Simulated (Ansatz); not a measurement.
Consider the formal exchange of groups at a C–Si bond: `C[SiH2][Al]([CH3])[OH]` + `[BH2][GaH2]` → `C[BH][GaH2]` + `[CH3][Al]([OH])[SiH3]`.

Gas-phase electronic energies from Ansatz, PBE0-D4/def2-TZVP geometries. CCSD(T)/CBS is the MP2 limit (def2-TZVPP, def2-QZVPP) plus CCSD(T) − MP2 in def2-TZVPP, frozen cores. DFT in def2-TZVPP. B3LYP here is the variant with VWN-RPA as its local correlation; programs differ in this. HSE06 is defined as in plane-wave codes. For Ga outer-core shells are correlated without core-valence functions, which leaves a few kJ/mol of doubt a bond. Scalar relativity is left out up to krypton. One conformer a species, not always the lowest.

`C[SiH2][Al]([CH3])[OH]`:

Cartesian coordinates in Å:
```
C -1.397 -0.044 1.887
Si -0.611 -1.242 0.661
Al 0.813 -0.150 -1.027
C 0.956 1.775 -1.278
O 1.749 -1.119 -2.070
H -0.631 0.499 2.446
H -2.016 0.692 1.368
H -2.028 -0.575 2.603
H -1.698 -2.012 -0.022
H 0.176 -2.263 1.419
H -0.021 2.217 -1.502
H 1.638 2.029 -2.092
H 1.316 2.266 -0.367
H 1.755 -2.074 -2.026
```

`[BH2][GaH2]`:

```xyz
6

B    -0.535   -0.629   -0.726
Ga    0.468    0.553    0.637
H    -0.924   -1.729   -0.451
H    -0.764   -0.261   -1.843
H    -0.281    1.549    1.601
H     2.037    0.517    0.782
```

`C[BH][GaH2]`:

```xyz
9

C     0.960   -0.578   -0.897
B     0.081    0.555   -0.293
Ga   -1.171    0.380    1.357
H     1.897   -0.220   -1.333
H     0.365   -0.934   -1.757
H     1.154   -1.449   -0.269
H     0.089    1.608   -0.878
H    -2.664   -0.123    1.251
H    -0.710    0.763    2.818
```

`[CH3][Al]([OH])[SiH3]`:

```xyz
11

C     0.894    1.796    0.299
Al   -0.238    0.372   -0.384
O    -1.306    0.772   -1.648
Si   -0.218   -1.939    0.461
H     0.725    2.735   -0.233
H     1.954    1.538    0.206
H     0.709    1.971    1.364
H    -1.899    0.137   -2.046
H     1.137   -2.554    0.350
H    -0.595   -1.998    1.904
H    -1.164   -2.830   -0.274
```

| level | ΔE (kJ/mol) | difference from CCSD(T)/CBS |
| --- | --- | --- |
| LDA (SPW92) | -25.4 | -12.1 |
| PBE-D4 | -19.2 | -5.9 |
| revPBE-D4 | -17.9 | -4.6 |
| r2SCAN-D4 | -17.0 | -3.7 |
| B97M-V | -19.4 | -6.1 |
| PBE0-D4 | -17.2 | -3.9 |
| B3LYP-D4 | -16.2 | -2.9 |
| r2SCANh-D4 | -16.6 | -3.3 |
| HSE06-D4 | -17.3 | -4.0 |
| BHLYP-D4 | -14.1 | -0.8 |
| CAM-B3LYP-D4 | -16.3 | -3.0 |
| ωB97X-V | -14.0 | -0.7 |
| ωB97M-V | -14.6 | -1.3 |
| B2PLYP | -15.3 | -2.0 |
| PBE | -20.2 | -6.9 |
| revPBE | -19.0 | -5.7 |
| BLYP | -19.0 | -5.7 |
| r2SCAN | -17.5 | -4.2 |
| PBE0 | -18.2 | -4.9 |
| B3LYP | -17.6 | -4.3 |
| r2SCANh | -17.1 | -3.8 |
| r2SCAN0 | -16.6 | -3.3 |
| HSE06 | -18.2 | -4.9 |
| BHLYP | -15.3 | -2.0 |
| CAM-B3LYP | -17.3 | -4.0 |
| LC-ωPBE | -15.8 | -2.5 |
| RPA@PBE/def2-TZVPP | -12.6 | 0.7 |
| HF/def2-SVP | -16.1 | -2.8 |
| MP2/def2-SVP | -20.0 | -6.7 |
| CCSD/def2-SVP | -20.6 | -7.3 |
| CCSD(T)/def2-SVP | -21.1 | -7.8 |
| HF/def2-TZVPP | -11.4 | 1.9 |
| SCS-MP2/def2-TZVPP | -11.6 | 1.7 |
| CCSD/def2-TZVPP | -13.2 | 0.1 |
| CCSD(T)/def2-TZVPP | -13.5 | -0.2 |
| MP2/def2-QZVPP | -12.1 | 1.2 |
| SCS-MP2/def2-QZVPP | -11.4 | 1.9 |
| HF/CBS(def2) | -11.1 | 2.2 |
| MP2/CBS(def2) | -12.1 | 1.2 |
| CCSD/CBS(def2) | -13.1 | 0.2 |
| CCSD(T)/CBS | -13.3 | 0 |

Largest T1 diagnostic among the species: 0.014.

Leaving LDA and LC-ωPBE aside and taking each functional with its dispersion term where it has one, the values spread over 5.3 kJ/mol, from B97M-V to ωB97X-V. LDA lies −5.2 kJ/mol from PBE without D4. At CCSD(T), def2-SVP lies −7.8 kJ/mol from the extrapolated value and def2-TZVPP −0.2 kJ/mol. From BLYP to BHLYP (50 % exact exchange), in def2-TZVPP and without D4, ΔE moves by +3.7 kJ/mol.
